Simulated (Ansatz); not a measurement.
Computed with Ansatz on PBE0-D4/def2-TZVP structures; ΔE is electronic, products minus reactants. CCSD(T)/CBS is the MP2 limit (def2-TZVPP, def2-QZVPP) plus CCSD(T) − MP2 in def2-TZVPP, frozen cores. This one scheme is used for every species. DFT in def2-TZVPP. B3LYP here is the variant with VWN-RPA as its local correlation; programs differ in this. One conformer a species, not always the lowest.

Reaction (cleavage of the B–B bond): `OB(O)BS` + `CCS` → `CCSB(O)O` + `BS`

| level | ΔE (kcal/mol) | difference from CCSD(T)/CBS |
| --- | --- | --- |
| PBE-D4 | -17.3 | 1.2 |
| r2SCAN-D4 | -19.3 | -0.8 |
| PBE0-D4 | -18.3 | 0.2 |
| B3LYP-D4 | -18.4 | 0.1 |
| ωB97X-V | -18.4 | 0.1 |
| ωB97M-V | -18.8 | -0.3 |
| B2PLYP | -18.5 | 0.0 |
| PBE | -16.7 | 1.8 |
| r2SCAN | -19.1 | -0.6 |
| PBE0 | -17.7 | 0.8 |
| B3LYP | -17.4 | 1.1 |
| HF/def2-TZVPP | -19.7 | -1.2 |
| MP2/def2-TZVPP | -20.2 | -1.7 |
| SCS-MP2/def2-TZVPP | -19.4 | -0.9 |
| CCSD/def2-TZVPP | -18.2 | 0.3 |
| CCSD(T)/def2-TZVPP | -18.3 | 0.2 |
| HF/def2-QZVPP | -19.6 | -1.1 |
| MP2/def2-QZVPP | -20.2 | -1.7 |
| SCS-MP2/def2-QZVPP | -19.4 | -0.9 |
| HF/CBS(def2) | -19.6 | -1.1 |
| MP2/CBS(def2) | -20.3 | -1.8 |
| CCSD/CBS(def2) | -18.3 | 0.2 |
| CCSD(T)/CBS | -18.5 | 0 |

Largest T1 diagnostic among the species: 0.015.

From PBE to PBE0 (25 % exact exchange), in def2-TZVPP and without D4, ΔE moves by −1.0 kcal/mol. The D4 term adds −0.9 kcal/mol with B3LYP and −0.5 kcal/mol with PBE0; it sums over pairs of atoms, weighted by their polarisabilities, and B3LYP, whose exchange is more repulsive, gets the larger term.
